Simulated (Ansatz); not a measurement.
One change: `N#[C][GeH]([F])[Cl]` becomes `C[CH2][GeH]([F])[Cl]`.

Ansatz, PBE0-D4/def2-TZVP geometries, multiplicity 1. Each molecule was computed in one conformer, which needn't be the lowest.

Scalar relativity is left out up to krypton.

```
                                          property  `N#[C][GeH]([F])[Cl]`
             HOMO–LUMO gap (B3LYP/def2-TZVPP) / eV                   8.00
               HOMO–LUMO gap (PBE/def2-TZVPP) / eV                   6.10
  size of the dipole moment (B3LYP/def2-TZVPP) / D                   2.98
                 LUMO energy (PBE/def2-TZVPP) / eV                  -2.46
              HOMO–LUMO gap (PBE0/def2-TZVPP) / eV                   8.51
size of the dipole moment (ωB97M-V/def2-TZVPP) / D                   2.99
```

Problem. What does the change do to each property? (Estimate.)

Solution. The calculation gave: 
```csv
property,`C[CH2][GeH]([F])[Cl]`,shift
HOMO–LUMO gap (B3LYP/def2-TZVPP) / eV,8.31,0.31
HOMO–LUMO gap (PBE/def2-TZVPP) / eV,6.51,0.41
size of the dipole moment (B3LYP/def2-TZVPP) / D,3.13,0.15
LUMO energy (PBE/def2-TZVPP) / eV,-0.78,1.68
HOMO–LUMO gap (PBE0/def2-TZVPP) / eV,8.84,0.33
size of the dipole moment (ωB97M-V/def2-TZVPP) / D,3.11,0.12
```

With PBE0 the HOMO rises by 1.41 eV and the LUMO rises by 1.74 eV, so the gap widens by about 0.33 eV. PBE moves the HOMO by 1.26 eV and ωB97M-V by 1.50 eV. Dipoles are sizes alone; their direction can turn.

B3LYP here is the variant with VWN-RPA as its local correlation; programs differ in this.
